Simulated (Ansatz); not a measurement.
Several settings on one geometry of Al7As7 (that of the charge 0 singlet, PBE-D4/def2-SVP). Ansatz on 2 threads of AMD EPYC 7R13 on a shared host and a share (18 GiB) of an NVIDIA H100 80GB HBM3; times are rough.

```
atom    x (Å)    y (Å)    z (Å)
 Al1   0.7790  -1.8836   0.0158
 Al2  -1.9005   2.1703  -1.2665
 Al3  -1.3975  -0.3783  -2.1054
 Al4  -2.0895  -0.7185   0.4736
 Al5   0.9575  -1.2600   2.5817
 Al6   0.5977   1.0062   0.2437
 Al7   3.1461  -0.8275   1.1750
 As8  -3.5684   0.4620  -1.0870
 As9  -1.2998  -2.5867  -1.0189
As10   3.1071  -0.8126   3.5206
As11  -0.1084   1.6002  -2.9408
As12   0.2493   3.1402  -0.8150
As13   2.3669  -0.2706  -1.0348
As14  -0.8396   0.3589   2.2581
```

Totals from different functionals, basis sets or treatments of relativity can't be compared as stabilities.

DK, ANO-RCC and x2c sets are all-electron and run with scalar relativity unless a key says otherwise. B3LYP takes the VWN-RPA correlation.

Give the basis size and estimate the energy, ⟨S²⟩ and time of these runs.

```csv
run,method,charge,state,further keys
1,UKS B3LYP/cc-pVTZ-DK,0,singlet,fitting: {mean_field: def2-universal-jkfit}; pseudopotentials: {relativity: none}; scf: {omitted_lower_state_checks: [starts]}; forces asked
2,RKS ωB97X/pcseg-2,0,singlet,fitting: {mean_field: def2-universal-jkfit}; scf: {omitted_lower_state_checks: [starts]}
3,RKS PBE0/def2-TZVPD,0,singlet,fitting: {mean_field: def2-universal-jkfit}; scf: {lower_state_search: off}
```


| run | functions | energy (Eh) | ⟨S²⟩ | wall time |
| --- | --- | --- | --- | --- |
| 1 | 539 | -17240.7610 | 0.00 | 15 s |
| 2 | 539 | -17349.1268 | – | 15 s |
| 3 | 679 | -17345.9924 | – | 11 s |

At UKS B3LYP/cc-pVTZ-DK the program marks the result for the charge 0 singlet as doubtful (missing relativity).
